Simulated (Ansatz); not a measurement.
Reaction (substitution at a C–B bond): `CBN([SiH3])[SiH3]` + `COB(O)F` → `COB(F)OC` + `BN([SiH3])[SiH3]`

Program: Ansatz. Geometries: PBE0-D4/def2-TZVP. ΔE: electronic, gas phase. CCSD(T)/CBS is the MP2 limit (def2-TZVPP, def2-QZVPP) plus CCSD(T) − MP2 in def2-TZVPP, frozen cores. Functionals use def2-TZVPP. One conformer a species, not always the lowest.

```tsv
level	ΔE (kJ/mol)
PBE0-D4	100.1
r2SCANh-D4	99.5
ωB97M-V	96.0
PBE	97.1
r2SCAN0	99.5
CAM-B3LYP	88.5
HF/def2-TZVPP	78.5
CCSD/def2-TZVPP	93.2
```

(1) What does CCSD(T)/CBS give? (Best estimate.)

Largest T1 diagnostic among the species: 0.013.

Answers

(1) The calculation gave: +97.1 kJ/mol. The listed levels differ from it by 3.0, 2.4, -1.1, 0.0, 2.4, -8.6, -18.6, -3.9 kJ/mol.

Leaving LDA and LC-ωPBE aside and taking each functional with its dispersion term where it has one, the values, not all of them listed here, spread over 12.4 kJ/mol, from BLYP-D4 to B97M-V. LDA lies +7.1 kJ/mol from PBE without D4. In def2-TZVPP, CCSD(T) changes the Hartree–Fock value by +16.0 kJ/mol (the triples alone add +1.2 kJ/mol) and MP2 by +22.2 kJ/mol. At CCSD(T), def2-SVP lies −12.4 kJ/mol from the extrapolated value and def2-TZVPP −2.6 kJ/mol.
